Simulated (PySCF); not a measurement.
**Radial density of Pb (lead, neutral)**

UHF, [Xe] 4f14 5d10 6s1 6p2 7s1, high-spin 5P determinant (an excited configuration). Calculation: PySCF 2.14, in aug-cc-pwCVTZ-DK3 (11s10p8d5f1g, 125 functions); scalar relativity by spin-free X2C-1e.

```csv
r (bohr),4πr²ρ (e/bohr),4πr²(ρα − ρβ)
0.0157,105.7,0.0073
0.0265,108.9,0.0189
0.0445,153.5,0.0249
0.0749,127.0,-0.0210
0.126,143.0,0.0453
0.212,92.64,0.0012
0.356,97.97,0.0433
0.599,39.12,0.1873
1.01,21.71,-0.1434
1.70,6.065,1.0094
2.85,1.370,1.1600
4.80,0.3452,0.3446
8.07,0.1283,0.1283
13.6,0.0005590,0.0006
```

Densities and radii are taken from the X2C orbitals without a picture-change correction, which distorts them close to the nucleus.

Spin-orbit coupling is strong in this species (close to jj coupling), so the high-spin LS determinant is a model state, not a physical level. The outer electron is Rydberg-like, and this basis confines it to a smaller radius and binds it less than a complete one would.

Task: Where is the radial spin density 4πr²(ρα − ρβ) most negative, and why is it negative at all?

Result: Around r = 1.01 bohr, down to -0.1434 e/bohr: exchange with the open shell polarises the paired shells in an unrestricted calculation.
